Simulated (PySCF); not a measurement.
## Spinor energies of Lu(45+) (lutetium, charge +45)

Start: [Ar] 3d8; 3d3/2 filled at m_j = -3/2, -1/2, +1/2, +3/2; 3d5/2 filled at m_j = -1/2, +1/2, +3/2, +5/2. Calculated with PySCF 2.14 in an uncontracted even-tempered set (16 s from 11 bohr⁻², ratio 2.8; 13 p from 14 bohr⁻², ratio 2.8; 8 d from 14 bohr⁻², ratio 2.8; 3 f from 51 bohr⁻², ratio 3): generalised Hartree-Fock with the X2C-1e Hamiltonian and a Gaussian nucleus; one run each with spin-orbit coupling (SO) switched off, then screened by Boettger's factors.

```
spinor shell  electrons  ε, spin-free (eV)  ε, screened SO (eV)  weight of nominal j (screened SO)  rms radius, screened SO (bohr)
       1s1/2          2           -66066.2             -66048.3                              1.000                          0.0219
       2s1/2          2           -13324.7             -13318.4                              1.000                          0.0882
       2p1/2          2           -12014.2             -12817.5                              1.000                          0.0751
       3s1/2          2            -4713.7              -4711.8                              1.000                           0.221
       3p1/2          2            -4309.0              -4501.1                              1.000                           0.212
       3p3/2          4            -4309.0              -4227.8                              1.000                           0.225
       3d3/2          4            -3864.9              -3897.9                              0.992                           0.196
       3d5/2          4            -3864.9              -3840.1                              0.995                           0.199
```

**Question.** Where does 2p3/2 lie, and what is the 2p spin-orbit splitting (screened SO)?

**Answer.** At -11680.5 eV, 1137.0 eV above 2p1/2.

| quantity | spin-free | screened SO |
| --- | --- | --- |
| E (hartree) | -13048.16904 | -13063.69973 |
| M_J | 4 | 4 |
| ⟨J²⟩ | 20.000 | 20.000 |
| ⟨L²⟩ | 12.000 | 13.040 |
| ⟨S²⟩ | 2.000 | 1.802 |

Each row is a mean over spinors that exchange with the open shell spreads, by up to 37.239 eV (3p3/2).

Breit and QED terms are absent; they matter most for the inner s and p1/2 levels.

Densities and radii are taken from the X2C orbitals without a picture-change correction, which distorts them close to the nucleus.

Without spin-orbit coupling the j labels of p, d and f shells carry no meaning; the spin-free column gives the mean over the occupied spinors of each nl shell.
